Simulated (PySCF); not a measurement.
Radial density of F²⁺ (fluorine, charge +2)

M06-L, [He] 2s2 2p3, high-spin 4S determinant. Computed with PySCF 2.14 in def2-TZVP, with no relativity, point nucleus.

```tsv
r (bohr)	4πr²ρ (e/bohr)	4πr²(ρα − ρβ)
0.00240	0.03147	0.0000
0.00404	0.08671	0.0001
0.00680	0.2329	0.0003
0.0114	0.6068	0.0007
0.0192	1.491	0.0020
0.0324	3.338	0.0055
0.0545	6.365	0.0180
0.0916	9.335	0.0729
0.154	8.954	0.3020
0.259	5.012	1.0781
0.436	4.136	2.5737
0.733	5.407	3.1514
1.23	2.566	1.3918
2.07	0.2378	0.1355
3.49	0.001514	0.0009
```
